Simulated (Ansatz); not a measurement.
C3H8AlF, relaxed with RKS PBE0-D4/def2-TZVP in Ansatz from a PBE-D4/def2-SVP geometry. The force threshold is 0.005 eV/Å; the program also tests the step.

Charge 0, multiplicity 1. The bonds changed during the relaxation, so this is another structure than the one it started from.

Start:

```xyz
13

C    -0.491    0.426    2.028
Al   -1.263   -0.198    0.333
C    -0.067   -0.455   -1.225
C     1.414   -0.244   -1.273
F    -0.750    0.986   -1.156
H     0.544    0.813    1.915
H    -1.103    1.234    2.485
H    -0.455   -0.400    2.773
H    -2.793   -0.633    0.161
H    -0.474   -0.851   -2.177
H     1.744    0.357   -2.148
H     1.880   -1.249   -1.369
H     1.814    0.215   -0.347
```

```tsv
step	energy (eV)	largest force (eV/Å)	largest move (Å)
1	-12548.0968	0.562	0.000
2	-12548.1389	0.200	0.025
3	-12548.1444	0.116	0.016
4	-12548.1451	0.041	0.009
5	-12548.1452	0.005	0.003
6	-12548.1452	0.001	0.001
```

End:

```xyz
13

C    -0.491    0.420    2.020
Al   -1.244   -0.197    0.331
C    -0.063   -0.451   -1.210
C     1.409   -0.243   -1.273
F    -0.731    0.972   -1.138
H     0.526    0.807    1.917
H    -1.104    1.212    2.463
H    -0.458   -0.395    2.752
H    -2.764   -0.616    0.156
H    -0.472   -0.836   -2.144
H     1.721    0.335   -2.148
H     1.865   -1.236   -1.353
H     1.805    0.228   -0.372
```

Hardware: 4 threads of a server CPU on a shared host. Wall time 15 s, peak host memory 0.55 GiB.
